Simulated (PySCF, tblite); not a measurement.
Isomers of C5H9OSi (doublet state), one GFN2-xTB conformer each. Single-point energies are computed at B3LYP/pcH-1 (PySCF, gas phase, no added dispersion term), electronic only. GFN2-xTB treats the open shell by occupation alone, and not every SCF solution was tested for stability.

| SMILES | GFN2-xTB relative energy (kJ/mol) |
| --- | --- |
| [SiH3]O/C=C\[C@@H]1[CH]C1 | 219.0 |
| [SiH3]OC1=CCC[CH]1 | 0.0 |
| OC[C@@H]1C=[C]C[SiH2]1 | 342.9 |
| C[C@@H]1C=[C]C[SiH2]O1 | 125.1 |
| [SiH2]O/C=C\C1CC1 | 141.6 |
| O[CH][C@H]1C=CC[SiH2]1 | 275.0 |

Conformers: `[SiH3:1][O:2]/[CH:3]=[CH:4]\[C@@H:5]1[CH:6][CH2:7]1` (doublet state) with Si1–O2–C3–C4 177°, C3–C4–C5–C6 -145°; `[SiH3:1][O:2][C:3]1=[CH:4][CH2:5][CH2:6][CH:7]1` (doublet state) with Si1–O2–C3–C4 0°; `[OH:1][CH2:2][C@@H:3]1[CH:4]=[C:5][CH2:6][SiH2:7]1` (doublet state) with H–O1–C2–C3 59°, O1–C2–C3–C4 -70°; `[CH3:1][C@@H:2]1[CH:3]=[C:4][CH2:5][SiH2:6][O:7]1` (doublet state) with C1–C2–C3–C4 -109°, C3–C4–C5–Si6 4°, C4–C5–Si6–O7 -16°, C5–Si6–O7–C2 35°; `[SiH2:1][O:2]/[CH:3]=[CH:4]\[CH:5]1[CH2:6][CH2:7]1` (doublet state) with H–Si1–O2–C3 -31° and -158°, Si1–O2–C3–C4 -165°, C3–C4–C5–C6 -145°; `[OH:1][CH:2][C@H:3]1[CH:4]=[CH:5][CH2:6][SiH2:7]1` (doublet state) with H–O1–C2–C3 -18°, O1–C2–C3–C4 159°.

Task: What does B3LYP/pcH-1 give for the same structures?

Result: 
```csv
SMILES,B3LYP/pcH-1 E (Eh),B3LYP/pcH-1 (kJ/mol),GFN2-xTB (kJ/mol),point group
[SiH3]OC1=CCC[CH]1,-560.66019,0.0,0.0,Cs
C[C@@H]1C=[C]C[SiH2]O1,-560.63991,53.3,125.1,C1
[SiH2]O/C=C\C1CC1,-560.61756,111.9,141.6,C1
O[CH][C@H]1C=CC[SiH2]1,-560.61756,111.9,275.0,C1
OC[C@@H]1C=[C]C[SiH2]1,-560.59159,180.1,342.9,C1
[SiH3]O/C=C\[C@@H]1[CH]C1,-560.58849,188.3,219.0,–
```

Both levels put the same isomer lowest; measured from each level's own lowest isomer, the values differ by up to 163.1 kJ/mol (O[CH][C@H]1C=CC[SiH2]1: 275.0 against 111.9). As drawn, the highest has a three-membered ring, which the lowest lacks. Neighbours under 21 kJ/mol apart ([SiH2]O/C=C\C1CC1 and O[CH][C@H]1C=CC[SiH2]1; OC[C@@H]1C=[C]C[SiH2]1 and [SiH3]O/C=C\[C@@H]1[CH]C1) can change places with a better method, another conformer or zero-point energy.

Task: What happens when harmonic zero-point energies from GFN2-xTB frequencies are added?

Result: 
```json
{"SMILES": "[SiH3]OC1=CCC[CH]1", "ZPE (kJ/mol)": "313.4", "electronic (kJ/mol)": "0.0", "with ZPE (kJ/mol)": "0.0"}
{"SMILES": "C[C@@H]1C=[C]C[SiH2]O1", "ZPE (kJ/mol)": "321.2", "electronic (kJ/mol)": "53.3", "with ZPE (kJ/mol)": "61.0"}
{"SMILES": "[SiH2]O/C=C\\C1CC1", "ZPE (kJ/mol)": "321.9", "electronic (kJ/mol)": "111.9", "with ZPE (kJ/mol)": "120.4"}
{"SMILES": "O[CH][C@H]1C=CC[SiH2]1", "ZPE (kJ/mol)": "315.4", "electronic (kJ/mol)": "111.9", "with ZPE (kJ/mol)": "114.0"}
{"SMILES": "OC[C@@H]1C=[C]C[SiH2]1", "ZPE (kJ/mol)": "318.5", "electronic (kJ/mol)": "180.1", "with ZPE (kJ/mol)": "185.1"}
{"SMILES": "[SiH3]O/C=C\\[C@@H]1[CH]C1", "ZPE (kJ/mol)": "307.7", "electronic (kJ/mol)": "188.3", "with ZPE (kJ/mol)": "182.5"}
```

The zero-point energies span 14.2 kJ/mol. The lowest isomer stays, but the order above it changes.
